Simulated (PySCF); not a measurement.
Working out the ionisation energy of N⁺

N⁺ [He] 2s2 2p2 (3P) → N²⁺ [He] 2s2 2p1 (2P). Calculation: PySCF 2.14, in aug-cc-pVQZ-DK; scalar relativity by spin-free X2C-1e. Frozen: 1s2. Energies in hartree (1 hartree = 27.21139 eV):

```csv
part,N⁺ (lower),N²⁺ (upper)
UHF,-53.922739,-52.849693
MP2 opposite-spin,-0.063999,-0.057046
MP2 same-spin,-0.013997,-0.004036
```

Task: What does Hartree-Fock give?

Result: (-52.849693) − (-53.922739) = 1.073046 hartree = 29.199 eV.

Task: What do MP2 and SCS-MP2 (6/5 opposite-spin, 1/3 same-spin) give?

Result: The opposite-spin parts differ by 0.189 eV and the same-spin parts by 0.271 eV. MP2: 29.199 + (0.189) + (0.271) = 29.659 eV. SCS-MP2: 29.199 + 1.2 × (0.189) + (0.271)/3 = 29.516 eV.

A first-order spin-orbit estimate adds -0.003 eV to MP2 (valence), giving 29.656 eV against 29.601 eV (semi-empirical (NIST evaluation); NIST Atomic Spectra Database, ionization energies).

What remains against the reference includes basis incompleteness, the frozen core and correlation beyond second order.
